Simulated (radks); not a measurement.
Question: Radial electron density D(r) = 4 pi r^2 rho(r) of an atom or ion with 8 electrons. All-electron calculation, non-relativistic Kohn-Sham, SCAN, spin-unpolarised, spherical densities, point nucleus; meta-GGA in the generalised Kohn-Sham scheme. Program: a radial shooting solver on a logarithmic mesh with Libxc functionals.

| r (bohr) | D(r) (e/bohr) |
|---|---|
| 0.03147 | 2.365 |
| 0.04231 | 3.598 |
| 0.05643 | 5.115 |
| 0.07587 | 6.801 |
| 0.102 | 8.157 |
| 0.1361 | 8.550 |
| 0.1829 | 7.569 |
| 0.2459 | 5.498 |
| 0.328 | 3.600 |
| 0.441 | 3.005 |
| 0.5929 | 3.751 |
| 0.7972 | 4.435 |
| 1.063 | 3.878 |
| 1.429 | 2.314 |
| 1.922 | 0.8858 |
| 2.563 | 0.2125 |
| 3.446 | 0.03465 |
| 4.634 | 0.02125 |
| 6.18 | 0.02798 |
| 8.309 | 0.01864 |
| 11.17 | 0.0004904 |
| 15.02 | 0.01979 |
| 20.03 | 0.06428 |
| 26.93 | 0.04605 |
| 36.21 | 0.003864 |

What is the nuclear charge?

Answer: Z = 8. The innermost maximum, from 1s, lies near 1/Z = 0.125 bohr (found: 0.130), and its height grows with Z. The density is that of neutral oxygen in [He] 2s2 2p3 4d1; the configuration itself is not fixed sharply by these data. D(r) has 4 maxima, at r = 0.130, 0.817, 6.43, 21.7 bohr, and minima at 0.424, 4.21 bohr, inside which lie 2.19, 7.02 electrons.
